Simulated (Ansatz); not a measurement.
Molecule: K2, charge 0, multiplicity 1. SMILES: [K][K]
Geometry from a B3LYP-D3(BJ)/def2-TZVP (Ansatz, a first-principles code) optimisation:
```
K
K 1 3.9725
```

Wanted: atomisation energy, in kcal/mol. Set-up: 6-311+G** with 5d; atomisation electronic, to ground-state atoms; LANL2DZ with its own core potentials from Na on; non-relativistic; no spin-orbit coupling; 6-31G* and kin with 6d, 5d where marked; UHF or UKS for open shells. Ab initio and DFT rows: single points at B3LYP-D3(BJ) geometries (Ansatz).

| level | program | atomisation energy (kcal/mol) |
|---|---|---|
| B3LYP/STO-3G | Ansatz | 20.9 |
| B3LYP/3-21G | Ansatz | 12.0 |
| B3LYP/LANL2DZ | Ansatz | 11.7 |
| B3LYP/6-31G | Ansatz | 11.6 |
| B3LYP/6-31G* | Ansatz | 11.7 |
| B3LYP/def2-SVP | Ansatz | 11.9 |
| B3LYP/6-311+G** | Ansatz | 11.5 |
| B3LYP/def2-TZVPD | Ansatz | 11.6 |

No value to compare with is used here. The 7 habitual levels span 11.5 (B3LYP/6-311+G**) to 20.9 kcal/mol (B3LYP/STO-3G); B3LYP/def2-TZVPD gives 11.6.

The sets are all those run for this method; left out are runs that failed, that the program found above a lower state of the same kind, or whose <S^2> lies over 0.5 above the pure value.
